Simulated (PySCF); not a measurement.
C₄H₆O₂, SMILES C=CC(=O)OC.

Coordinates come from a B3LYP-D3(BJ)/def2-SVP optimisation. The values are those of a single conformer.

These are PySCF 2.14.0 with B3LYP-D3(BJ)/def2-SVP values and carry that method's errors.

No scaling factor is applied to the harmonic values.

Problem. Give all harmonic wavenumbers and intensities. (Estimate from the structure and the level; the computed values follow.)

Solution. 
```tsv
mode	ν (cm⁻¹)	IR (km/mol)	moving atoms (share of kinetic energy)
1	98	3.0	C 60 %, H 29 %, O 11 %
2	129	0.3	H 94 %
3	203	3.7	O 41 %, H 32 %, C 26 %
4	222	3.6	C 53 %, H 28 %, O 19 %
5	341	16.5	O 53 %, C 29 %, H 19 %
6	477	1.3	C 65 %, H 18 %, O 18 %
7	532	0.1	H 59 %, C 29 %, O 12 %
8	676	5.2	O 39 %, C 37 %, H 24 %
9	828	28.0	C 75 %, H 17 %, O 8 %
10	879	10.3	O 51 %, H 29 %, C 20 %
11	1000	20.6	H 70 %, C 30 %
12	1024	17.6	H 93 %
13	1053	13.5	C 54 %, O 35 %, H 10 %
14	1071	3.4	H 61 %, C 30 %, O 9 %
15	1172	0.8	H 76 %, C 19 %
16	1200	15.7	H 62 %, C 27 %, O 11 %
17	1240	303.8	C 40 %, H 37 %, O 24 %
18	1324	148.2	H 51 %, C 42 %
19	1414	90.2	H 79 %, C 20 %
20	1456	8.0	H 97 %
21	1461	39.8	H 84 %, C 12 %
22	1477	3.8	H 90 %, C 8 %
23	1709	29.8	C 88 %, H 12 %
24	1826	187.2	C 65 %, O 34 %
25	3041	30.6	H 97 %
26	3125	17.7	H 90 %, C 10 %
27	3146	2.9	H 95 %
28	3167	13.8	H 90 %, C 10 %
29	3194	2.7	H 91 %, C 9 %
30	3252	1.0	H 89 %, C 11 %
```
